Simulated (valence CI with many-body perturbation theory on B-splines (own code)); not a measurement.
Questions on Bi⁵¹⁺

Method: configuration interaction combined with many-body perturbation theory (CI+MBPT): four valence electrons over a frozen Dirac-Fock core [Ar] 3d10, a basis of 9 s, 9 p, 8 d, 6 f, 3 g, 1 h functions for each j, with the one-electron correlation potential Σ1 (screened to all orders), the two-electron term Σ2, the three-electron term Σ3, Breit, model QED; selected single and double excitations, second order for the rest, scaled by the run's own slope (own B-spline code, finite nucleus).

No measured spectrum was set against this ion. As an estimate, large intervals hold to a few tenths of a per cent, small ones and those within an open d or f shell to about a per cent.

Levels are named by their leading jj configuration (3d3/2^4 stands for four electrons in 3d with j = 3/2), which in mixed levels can hold well under half, so a name can repeat and another be missing.

Rates and lifetimes use the calculated energies. Strong lines usually hold to 10 to 20 %, long lifetimes can be off by a factor of two.

Problem. What is the ground level?

Solution. (4s^2 4p1/2^2) J=0, composition 69 % 4s2 4p2 3P + 31 % 4s2 4p2 1S.

Problem. What is the ionisation energy?

Solution. 3080.3 eV; NIST lists 3078 ± 4 eV (theoretical).

Problem. How well does LS coupling describe the low levels?

Solution. Among the lowest 20 levels the leading LS term, summed over configurations, holds 59 % on average. For single configurations the figures are 58 % in LS and 97 % in jj coupling. Terms mix most in the J = 2 level at 35.583 Ry, where the leading one holds 30 %.

Problem. Where does the other parity begin?

Solution. At (4s 4p1/2^2 4p3/2) J=2, 21.546 Ry.

Problem. What are the static dipole polarisabilities of the lowest levels?

Solution. (4s^2 4p1/2^2) J=0 0.0152 bohr³, of which the core gives 0.00117.
